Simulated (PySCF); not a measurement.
**Run times: silicon in aug-cc-pCVQZ-DK**

Measured wall times of calculations with PySCF 2.14 in aug-cc-pCVQZ-DK (10s9p7d5f3g, 134 functions), with scalar relativity by spin-free X2C-1e, run from one Python driver. Hardware: 1 thread of Neoverse-V2 on a shared host, 1.3 GiB allowed. The two-electron integrals over 134 functions were computed once and kept in memory (1.3 CPU seconds with the set-up); the times below exclude them. Kohn-Sham runs start from converged Hartree-Fock orbitals.

Launch command (the driver calls PySCF for each step listed in the task file):

```bash
OMP_NUM_THREADS=1 python atomrun2.py TASK.json OUT
```

```tsv
species	step	iterations	wall time (s)
Si²⁺ [Ne] 3s2	UHF	1	2.9
Si²⁺ [Ne] 3s2	LDA	5	0.77
Si²⁺ [Ne] 3s2	PBE	4	0.78
Si²⁺ [Ne] 3s2	PBE0	5	2.7
Si²⁺ [Ne] 3s2	r2SCAN	5	2.5
Si²⁺ [Ne] 3s2	M06	5	4.3
Si²⁺ [Ne] 3s2	TPSS	5	2.5
Si²⁺ [Ne] 3s2	r2SCAN0	5	4.2
Si²⁺ [Ne] 3s2	MP2 (2 electrons)		1.3
Si²⁺ [Ne] 3s2	MP2 (10 electrons)		2.1
Si²⁺ [Ne] 3s2	MP2 (12 electrons)		2.3
```

Peak memory of the process: 0.61 GiB. Times on a shared host vary from run to run.
